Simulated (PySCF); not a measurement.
CH2Cl (SMILES [CH2-]Cl), charge -1, singlet, geometry from GFN2-xTB (in this run its highest filled SCF level lies above zero, so its values depend strongly on the basis, on diffuse functions most of all), with bond 3-1 at 1.6 times its length. Base run: PBE/aug-cc-pVDZ run with PySCF.

Here is a job for PySCF.
```python
from pyscf import gto, scf, dft

mol = gto.Mole()
mol.atom = '''
    C     0.00376299    0.16217920   -1.24958859
    Cl   -0.00156201    0.00018286    0.61906895
    H     1.41224393   -0.88355168   -1.66799672
    H    -0.88008742   -0.48478128   -1.51554685
'''
mol.basis = 'aug-cc-pvdz'
mol.charge = -1
mol.verbose = 4
mol.build()

mf = dft.RKS(mol)
mf.xc = 'pbe'
mf.kernel()
```

Each row names what was changed in the base input (with any setting that the change needs).

```csv
change,ΔE vs base (mEh),SCF cycles,outcome
base,0.000,11,converged
init_guess = huckel,0.000,17,converged
diis = off; damp = 0.3 (with mf.diis_start_cycle = 200; with mf.max_cycle = 150),-,150,not converged
conv_tol_grad = 1e-7,0.000,14,converged
solver = newton,0.000,-,converged
init_guess = vsap,0.000,14,converged
init_guess = sap,0.000,17,converged
conv_tol = 1e-7,0.000,9,converged
conv_tol_grad = 1e-3,0.000,11,converged
conv_tol = 1e-12,0.000,15,converged
DIIS = EDIIS,-,50,not converged
conv_tol = 1e-11,0.000,13,converged
init_guess = atom,0.000,12,converged
```
